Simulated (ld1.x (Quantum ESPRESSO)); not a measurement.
# Before and after: RRKJ potential for Zn

| Property | Result |
| --- | --- |
| Element | Zn |
| Generator | ld1.x (Quantum ESPRESSO) 7.5 |
| Type | norm-conserving RRKJ (Kleinman–Bylander form) |
| Functional | BLYP |
| Relativity | scalar-relativistic |
| Frozen core | [Ar] |
| Valence charge | 12 |
| Reference configuration | 3d9 4s0 4p0 (charge +3) |
| Partial waves | 4p (bound, empty): rc 2.25 bohr; 3d (bound): rc 0.70 bohr; 4s (bound, empty): rc 1.70 bohr |
| Local potential | the s channel |
| Core correction | a·sin(br)/r model core, default radius (core density twice the valence density) |

All-electron outer shells of the reference configuration (BLYP, scalar-relativistic, ld1.x):

```tsv
shell	level (eV)	outermost node (bohr)	outermost maximum (bohr)
3p	-124.94	0.25	0.59
3d	-50.71	–	0.56
4s	-35.96	0.83	1.77
4p	-27.12	0.89	2.06
```

Change: reference 3d10 4s1.75 4p0.

Cutoffs: the cutoffs (Ry, on a coarse ladder) from which the occupation-weighted sum of valence levels, in a spherical-Bessel basis at the reference potential, stays within 10 and 1 mRy of its value at 400 Ry; they do not see the model core or the augmentation charge, which bear on the density cutoff. Errors are all-electron minus pseudo energies relative to the spin-unpolarised reference configuration.

Question: What does the change do?

Answer: The range in which the s phases agree widens (upper end 0.9 → 3.1); the range in which the d phases agree widens (upper end -1.8 → 0.5); neither file shows a bound ghost.

| quantity | base | changed |
| --- | --- | --- |
| cutoff, loose | over 300 Ry | over 300 Ry |
| cutoff, tight | over 300 Ry | over 300 Ry |
| bound ghosts | none | none |
| largest error over its own tests, meV | -842 | -2391 |
| s: phases at 2.44 bohr within 0.05 rad from the reference energy up to (Ry; the scan ends near 5) | 0.9 | 3.1 |
| p: phases at 2.44 bohr within 0.05 rad from the reference energy up to (Ry; the scan ends near 5) | to the end of the scan | to the end of the scan |
| d: phases at 2.44 bohr within 0.05 rad from the reference energy up to (Ry; the scan ends near 5) | -1.8 | 0.5 |
